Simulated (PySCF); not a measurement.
CH5ClFNSi, SMILES [Si@@](C)(Cl)(N)F. Atoms are numbered in the order given.

```xyz
10

C      1.7291     0.8618     0.4374
Si     0.1082     0.2504    -0.2045
N     -1.0730     1.4777    -0.2467
F      0.3892    -0.4263    -1.6602
Cl    -0.6578    -1.2824     0.9512
H      1.6335     1.2277     1.4706
H      2.1097     1.6861    -0.1880
H      2.4793     0.0565     0.4198
H     -2.0585     1.2526    -0.3383
H     -0.8619     2.3943    -0.6285
```

Geometry optimised at r2SCAN-D4/def2-SVP. The structure was generated by enumeration; whether it is a known compound was not checked. One conformer was computed; it need not be the lowest.

Method: PBE/def2-TZVP (PySCF).

Isolated molecule, no solvent.

The total energy comes out as -945.13079 hartree. The highest occupied level is -6.62 eV. The lowest empty level comes out as -0.20 eV and the orbital gap is 6.41 eV. The dipole moment comes out as 2.60 D and the quadrupole, principal values (traceless, Buckingham form, about the centre of nuclear charge) comes out as -8.91, 2.00, 6.91 D·Å. The mean static polarisability is 55.6 bohr³ (8.24 Å³) and the polarisability, principal values is 48.1, 56.1, 62.7 bohr³.
